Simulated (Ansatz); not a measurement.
C₂H₆OSi₂, SMILES C1=C[SiH2]O[SiH2]1.

Geometry: PBE0-D3(BJ)/def2-SVP. The structure was generated by enumeration, and PubChem lists no compound with its InChIKey, so it may never have been made.

Two levels are set side by side: PBE/def2-SVPD (Ansatz, an electronic-structure program) and PBE0/def2-SVPD (Ansatz). Energy differences of separate SCF runs at the same geometry; the states with an electron removed or added have multiplicity 2 and 2. Differences are taken from unrounded values.

```
quantity                            PBE
---------------------------------  ----
vertical ionisation energy (eV)    9.56
vertical singlet–triplet gap (eV)  4.16
```

Question: These are the PBE values. What does PBE0 give? (The exact figures need the calculation; the answer reports its results.)

Answer: 
```tsv
quantity	PBE0	PBE minus PBE0
vertical ionisation energy (eV)	9.96	-0.40
vertical singlet–triplet gap (eV)	4.02	0.14
```
